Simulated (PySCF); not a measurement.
Bi(Me)2(OH), C₂H₇BiO, SMILES [CH3][Bi]([CH3])[OH] at its B3LYP/def2-SVP optimised geometry (Å):

```
11

Bi    -0.5768    -1.3679     0.0000
C     -0.8438     0.9199     0.0000
H     -1.8754     1.1669    -0.2949
H     -0.1406     1.3679    -0.7174
H     -0.6442     1.3114     1.0078
C     -0.8444    -1.4906    -2.2844
H     -0.6153    -2.5109    -2.6241
H     -0.1645    -0.7762    -2.7714
H     -1.8849    -1.2405    -2.5432
O      1.5449    -1.3679     0.0000
H      1.8754    -0.7457    -0.6649
```

Computed with B3LYP/def2-TZVP, def2 effective core potentials past Kr in PySCF 2.14.0. The core electrons that the potentials of Bi replace are not part of the density. Cells within 0.4 Å of a nucleus heavier than hydrogen are left out (blank, or x).

Map of the log10 of the electron density (e/bohr³), floored at −4 on the plane z = 0.0 Å:

```
|0000000000000000000000000000000|
|0000000000000000000000000000000|
|0000000000000000000000000000000|
|0000000001111111000000000000000|
|0000000111222221110000000000000|
|0000011222233332211000000000000|
|0000122333344433322100000000000|
|0001223444445544432100000000000|
|0001234455556655443210000000000|
|0012345566666666543210000000000|
|0012345677777776543210000000000|
|00123456777xxx76543211000000000|
|00123456677xxx76543221110000000|
|000123456677x766543322221100000|
|0001234456677765543333332210000|
|0001123455666665544444443221000|
|0000123445666666554555554321000|
|0000123445677776655666665432100|
|0000123456789987666777765432100|
|000012345679xx987677xx876532100|
|000012345689xxx97678xxx76542100|
|000112345679xxx87678xxx76532100|
|0000123456789998666788765432100|
|0000123455677877655667665432100|
|0000123345566666555555554321000|
|0000112344555555444444443221000|
|0000012233444444333333332210000|
|0000011223334433322222221100000|
|0000001122233332221111100000000|
|0000000011222221110000000000000|
|0000000000111111000000000000000|
```
Scale: ten equal steps from -4.00 (start of '0') to 0.405 (end of '9'), in the order '0123456789'; x runs from -4.00 to 4.00, y from -4.00 (bottom) to 4.00 (top).
